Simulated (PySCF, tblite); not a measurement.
Species: C₆H₈F₂O₂.
Cartesian coordinates in Å at the GFN2-xTB level; atoms count from 1:
```
atom  x, y, z in Å
F1     3.249   -1.387    0.303
C2     2.440   -0.323    0.173
F3     2.703    0.185   -1.064
O4     1.173   -0.731    0.306
C5     0.208    0.300    0.623
C6    -0.059    1.212   -0.537
C7    -1.137    1.050   -1.301
O8    -2.067    0.089   -1.168
C9    -1.735   -0.951   -0.264
C10   -1.084   -0.418    1.008
H11    2.756    0.450    0.905
H12    0.604    0.873    1.476
H13    0.640    2.003   -0.743
H14   -1.379    1.721   -2.113
H15   -1.037   -1.643   -0.752
H16   -2.671   -1.469   -0.048
H17   -1.749    0.291    1.503
H18   -0.863   -1.244    1.682
```

Method: PBE0/pcSseg-1 in PySCF (dipole) on a GFN2-xTB geometry, gas phase.

Masses are those of the commonest isotopes; rigid-rotor values at the optimised geometry. The values belong to one conformer with, in the numbering `[F:1][CH:2]([F:3])[O:4][C@H:5]1[CH:6]=[CH:7][O:8][CH2:9][CH2:10]1`, F1–C2–O4–C5 161°, C2–O4–C5–C6 72°, O4–C5–C6–C7 100°, C6–C7–O8–C9 -10°, C7–O8–C9–C10 42°, O8–C9–C10–C5 -61°.

Problem. Give the principal moments of inertia and the rotational constants in MHz.

Solution. Ia = 182.30, Ib = 615.15, Ic = 699.06 u·Å²; 505379 MHz·u·Å²/I gives A = 2772, B = 821.6, C = 722.9 MHz.

Problem. What kind of rotor is it?

Solution. A near-prolate asymmetric top; Ray's κ = -0.904.

Problem. Is it planar, by Δ = Ic − Ia − Ib?

Solution. Not planar: Δ = Ic − Ia − Ib = -98.39 u·Å². For a rigid frame Δ = −2 Σ m c², so Σ m c² = 49.19 u·Å² lies off the ab plane: 12.17 from hydrogen and 37.03 from heavier atoms. The atom farthest from that plane is 1.91 Å away.

Problem. Predict some low-J microwave lines.

Solution. The dipole components are |μa| = 1.63 D, |μb| = 0.84 D, |μc| = 2.37 D. The squared components, which scale the intensities, stand as 0.47 : 0.12 : 1.00 (a : b : c). Some lines, for components of 0.1 D or more:

```
type  branch         J(Ka,Kc)   MHz  lower level (cm⁻¹)
   b       R  2(0,2) ← 1(1,1)  1135               0.117
   a       R  1(0,1) ← 0(0,0)  1544               0.000
   c       Q  2(1,2) ← 2(0,2)  1856               0.154
   c       Q  1(1,1) ← 1(0,1)  1951               0.052
   a       R  2(1,2) ← 1(1,1)  2990               0.117
   a       R  2(0,2) ← 1(0,1)  3085               0.052
   a       R  2(1,1) ← 1(1,0)  3188               0.120
   b       R  1(1,1) ← 0(0,0)  3495               0.000
   b       R  2(1,2) ← 1(0,1)  4941               0.052
   c       R  2(1,1) ← 1(0,1)  5237               0.052
   c       Q  2(2,1) ← 2(1,1)  5852               0.226
   b       Q  2(2,0) ← 2(1,1)  5856               0.226
   b       R  2(2,1) ← 1(1,0)  9040               0.120
   c       R  2(2,0) ← 1(1,0)  9043               0.120
   c       R  2(2,1) ← 1(1,1)  9138               0.117
```

Problem. Estimate the classical rotational partition function at 10 K, 100 K and 500 K.

Solution. Point group C1, symmetry number σ = 1; q = (√π/σ)·√((kT/h)³/(ABC)), k/h = 20836.6 MHz/K: 4150 at 10 K, 131000 at 100 K, 1470000 at 500 K.

Its GFN2-xTB frequencies are all real (lowest 29 cm⁻¹). These are rigid-rotor constants of the computed structure; measured ground-state constants (B0) also hold zero-point vibration.
